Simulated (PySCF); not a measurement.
Compound: C₂H₈OP₂Si₂.
Geometry (GFN2-xTB, Å), atoms numbered from 1 in this order:
```xyz
15
C2H8OP2Si2 angstrom
C      2.660   -0.560    0.398
C      1.193   -0.803    0.226
O      0.625   -1.782    0.647
Si     0.157    0.540   -0.688
P     -1.636   -0.479   -1.619
Si    -2.644    0.281    0.266
P     -0.973    1.684    0.917
H      3.118   -0.467   -0.585
H      3.131   -1.368    0.953
H      2.800    0.385    0.920
H      0.963    1.364   -1.595
H     -1.335   -1.737   -1.138
H     -2.837   -0.727    1.304
H     -3.879    0.995   -0.058
H     -1.346    2.682    0.031
```

The calculation used TDDFT CAM-B3LYP/def2-SVPD, vertical, gas phase, core orbitals frozen in the response (PySCF).

Broadening: Gaussians 0.4 eV wide at half height, area fixed by f = 4.319×10⁻⁹ ∫ε dν̃. The width is an assumption, not a result. The curve ends short of the highest state used, and states not computed would add to its high-energy end.

(E (eV), ε (L mol⁻¹ cm⁻¹)): (2.92, 0), (2.97, 0), (3.01, 1), (3.06, 1), (3.11, 3), (3.15, 4), (3.20, 8), (3.24, 12), (3.29, 19), (3.33, 26), (3.38, 35), (3.42, 41), (3.47, 47), (3.51, 50), (3.56, 49), (3.60, 45), (3.65, 38), (3.69, 31), (3.74, 22), (3.79, 15), (3.83, 10), (3.88, 7), (3.92, 7), (3.97, 10), (4.01, 18), (4.06, 35), (4.10, 59), (4.15, 105), (4.19, 157), (4.24, 240), (4.28, 317), (4.33, 414), (4.38, 496), (4.42, 539), (4.47, 553), (4.51, 530), (4.56, 466), (4.60, 395), (4.65, 299), (4.69, 226), (4.74, 151), (4.78, 107), (4.83, 73), (4.87, 62), (4.92, 63), (4.97, 81), (5.01, 105), (5.06, 145), (5.10, 181), (5.15, 228), (5.19, 261), (5.24, 294), (5.28, 311), (5.33, 323), (5.37, 330), (5.42, 341)

Problem. Locate the maxima and give the states behind the curve.

Solution. 352 nm (3.52 eV), ε about 50, made up of S1 (100%); 278 nm (4.46 eV), ε about 550, made up of S2 (100%) (ε in L mol⁻¹ cm⁻¹; maxima over ε = 5, shares over 10%). At its high-energy end, 5.42 eV, the curve is still rising (ε about 340, from S4, S5 and S6). The states used: S1 3.52 eV (f 0.0007); S2 4.46 eV (f 0.0082); S3 4.95 eV (f 0.0002); S4 5.27 eV (f 0.0040); S5 5.63 eV (f 0.0027); S6 5.65 eV (f 0.0027); S7 5.98 eV (f 0.0018); S8 6.02 eV (f 0.0036).

Problem. What would ε be at 4.46 eV, the highest of these maxima, with half the width (0.2 eV)?

Solution. About 1110 L mol⁻¹ cm⁻¹ against 554, a factor of about 2.00; a lone state at its own centre would give exactly 2.

Problem. Does any computed singlet lie in the visible range?

Solution. No computed singlet lies in the visible range (380 to 750 nm); the lowest, at 352 nm, stands 0.26 eV above its violet end (3.26 eV); a Tamm–Dancoff triplet lies at 425 nm, without intensity as long as spin–orbit coupling is left out.

Problem. Coming from long wavelengths, where does ε first pass 100 L mol⁻¹ cm⁻¹?

Solution. At about 299 nm (4.15 eV), 0.62 eV above S1.

Hardware: Arm Neoverse N1, one thread, shared host. Cost: 84 s, 1.1 GiB resident at most.

One conformer stands for the species.
